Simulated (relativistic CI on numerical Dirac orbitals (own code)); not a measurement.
Line list: Electric-dipole lines, Ti VII

Method of calculation: Dirac-Coulomb-Breit CI, orbitals from a KLI potential per configuration, model QED (radiative potential, 1s self-energy scaled to tabulated hydrogen-like ionisation energies), valence Slater integrals scaled by 0.9, P86 correlation estimate, and configurations built on the next ion tied to the tabulated ionisation energy (semi-empirical) (own radial code, finite nucleus).

CI space (outside the closed core [Ne]): 3s2 3p4, 3s2 3p3 3d, 3s2 3p3 4s, 3s2 3p3 4p, 3s2 3p3 4d, 3s2 3p3 5s, 3s2 3p3 4f, 3s 3p5, 3p6, 3s2 3p2 3d2, 3s 3p4 3d, 3p4 3d2, 3p5 3d, 3s 3p3 3d2, 3s 3p4 4s, 3s2 3p3 5p, 3s 3p4 4p, 3s2 3p3 5d, 3s2 3p2 3d 4s, 3s2 3p3 5f, 3s2 3p3 5g, 3s 3p4 4d, 3s2 3p2 3d 4p, 3s 3p4 4f. Levels of other configurations are missing.

| λ vac (nm) | Lower | Upper | A (s⁻¹) | gf | Branching (%) |
| --- | --- | --- | --- | --- | --- |
| 16.972 | 3s2 3p4 3P_2 [1] | 3s2 3p3 4s 3D°_3 [91] | 1.59e+10 | 4.81e-01 | 98.3 |
| 17.497 | 3s2 3p4 1D_2 [4] | 3s2 3p3 4s 1D°_2 [100] | 4.30e+10 | 9.87e-01 | 95.7 |
| 17.699 | 3s2 3p4 3P_2 [1] | 3s2 3p3 4s 3S°_1 [82] | 3.44e+10 | 4.84e-01 | 58.3 |
| 25.735 | 3s2 3p4 1D_2 [4] | 3s2 3p3 3d 1F°_3 [46] | 1.00e+11 | 6.98e+00 | 99.9 |
| 25.747 | 3s2 3p4 3P_2 [1] | 3s2 3p3 3d 3D°_2 [43] | 2.01e+10 | 1.00e+00 | 22.5 |
| 25.917 | 3s2 3p4 3P_1 [2] | 3s2 3p3 3d 3D°_1 [44] | 3.66e+10 | 1.10e+00 | 40.7 |
| 25.949 | 3s2 3p4 3P_2 [1] | 3s2 3p3 3d 3D°_3 [42] | 9.04e+10 | 6.39e+00 | 100.0 |
| 26.006 | 3s2 3p4 3P_0 [3] | 3s2 3p3 3d 3D°_1 [44] | 5.11e+10 | 1.55e+00 | 56.9 |
| 26.049 | 3s2 3p4 3P_1 [2] | 3s2 3p3 3d 3D°_2 [43] | 6.91e+10 | 3.52e+00 | 77.2 |
| 26.131 | 3s2 3p4 1S_0 [5] | 3s2 3p3 3d 1P°_1 [47] | 8.35e+10 | 2.56e+00 | 99.1 |
| 26.427 | 3s2 3p4 1D_2 [4] | 3s2 3p3 3d 1D°_2 [45] | 7.01e+10 | 3.67e+00 | 98.6 |
| 27.068 | 3s2 3p4 3P_2 [1] | 3s2 3p3 3d 3S°_1 [38] | 6.63e+10 | 2.18e+00 | 95.1 |
| 27.114 | 3s2 3p4 3P_1 [2] | 3s2 3p3 3d 3P°_0 [40] | 8.32e+10 | 9.17e-01 | 100.0 |
| 27.127 | 3s2 3p4 3P_2 [1] | 3s2 3p3 3d 3P°_2 [37] | 6.40e+10 | 3.53e+00 | 78.8 |
| 27.277 | 3s2 3p4 3P_1 [2] | 3s2 3p3 3d 3S°_1 [39] | 2.87e+10 | 9.59e-01 | 40.5 |
| 27.336 | 3s2 3p3 3d 5D°_4 [14] | 3s2 3p3 4p 5P_3 [123] | 1.53e+10 | 1.20e+00 | 74.0 |
| 27.377 | 3s2 3p4 3P_0 [3] | 3s2 3p3 3d 3S°_1 [39] | 1.87e+10 | 6.30e-01 | 26.4 |
| 27.464 | 3s2 3p4 3P_1 [2] | 3s2 3p3 3d 3P°_2 [37] | 1.68e+10 | 9.52e-01 | 20.7 |
| 28.556 | 3s2 3p4 1D_2 [4] | 3s2 3p3 3d 1P°_1 [41] | 4.56e+10 | 1.67e+00 | 59.8 |
| 28.798 | 3s2 3p4 1D_2 [4] | 3s2 3p3 3d 3S°_1 [39] | 2.27e+10 | 8.45e-01 | 32.0 |

Terms are leading LS components. Brackets give the number of a level in order of energy, since labels repeat. The list gives strong lines, with weight on those to low levels, without configurations that were not tied to measured data, without lines whose two gauges differ by over a factor of 2.5, among the lowest 300 of 1280 levels, so that lines to higher ones, which can be the strongest, are missing. Levels whose partners in the same complex of configurations lie outside the list can be far off, and so can their lines. Rates are taken at the computed energies, electric ones in the length gauge.

Configurations that consist of the next ion and one excited electron were tied to the tabulated ionisation energy; Rydberg ones are usually within 1,000 to 3,000 cm⁻¹ and the lowest ones within about 6,000 (9,000 in d shells), while levels on excited terms of the next ion carry the error of that term, and the other configurations can be misplaced by 10,000 cm⁻¹ or more. Rates follow the energies as ν³ (E1, M1) or ν⁵ (E2), so rates, branching and lifetimes can be off by large factors. 28 of the 35 excited levels that our extract of the measured tables holds in this range could be paired (the sources list more); they are missed by 4830 cm⁻¹ on average and 28157 at most, and levels without a partner can miss by more. Some levels of the ground configuration have no partner and can miss by 10 % or more.

LS names give the leading component of a level, which can be under half, so a name can repeat, a term be missing and a line seem to break the LS rules.
